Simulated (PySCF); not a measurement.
Compound: C3H4F2Si.
SMILES with atom numbers: `[F:1][CH:2]([F:3])[C:4]#[C:5][SiH3:6]` (hydrogens: H7 on C2; H8, H9, H10 on Si6)

Computed by this run: PBE0-D3(BJ)/def2-SVP geometry optimisation, gas phase (PySCF); density fitting, grid level 1; the optimiser is geomeTRIC in internal coordinates, started from a GFN2-xTB structure with every atom displaced at random (about 0.01 Å).

Step 0: E = -16464.0580 eV
```
atom  x, y, z in Å  |  force x, y, z in eV/Å
F1      2.8453    0.7877   -0.1446   -0.207   0.295  -0.174
C2      2.1453   -0.3687   -0.0711    2.130  -0.203  -0.237
F3      2.6630   -1.0392    0.9768   -0.060  -0.386   0.295
C4      0.7563   -0.1441    0.1055   -3.606   0.677   0.539
C5     -0.4532    0.0445    0.2788    1.656  -0.217  -0.249
Si6    -2.2655    0.3604    0.5580    1.145  -0.283   0.155
H7      2.3848   -0.9439   -0.9832   -0.193  -0.060  -0.082
H8     -2.9521   -0.2302   -0.5817   -0.493  -0.204  -0.454
H9     -2.4476    1.8099    0.6402   -0.183   0.482   0.006
H10    -2.6259   -0.2974    1.8289   -0.189  -0.101   0.201
```

Q: Estimate the geometry and energy of step 1. (The exact step hangs on the optimiser's Hessian estimate; all steps are aligned on step 0, rigid shifts and turns removed.)

A: E = -16464.0885 eV, largest force 0.800 eV/Å
```
atom  x, y, z in Å  |  force x, y, z in eV/Å
F1      2.8087    0.8033   -0.1526    0.143  -0.091   0.057
C2      2.1817   -0.3830   -0.0270   -0.437   0.065   0.233
F3      2.7525   -1.0770    0.9763    0.100   0.069  -0.037
C4      0.7479   -0.1563    0.2384    0.288   0.124  -0.736
C5     -0.4400    0.1008    0.1456   -0.191  -0.196   0.677
Si6    -2.2270    0.3587    0.5209    0.087   0.052  -0.148
H7      2.3067   -0.9471   -0.9674    0.061  -0.031  -0.008
H8     -3.0548   -0.2155   -0.5745   -0.032  -0.016  -0.026
H9     -2.4879    1.8196    0.6390   -0.026   0.026   0.002
H10    -2.5375   -0.3245    1.8090    0.006  -0.001  -0.013
```

The energy changes by -0.0305 eV. The first-order estimate −F·Δx gives -0.3204 eV and the mean of the old and new forces, exact on a quadratic surface, -0.0583 eV. The step makes an angle of 77° with the force vector and moves no atom by more than 0.145 Å.

What follows is the cost of the whole optimisation. Hardware: an Arm Neoverse V1 with one thread, shared host with 32 logical CPUs at a one-minute load of 37. Cost: 29 s, 0.43 GiB resident at most.
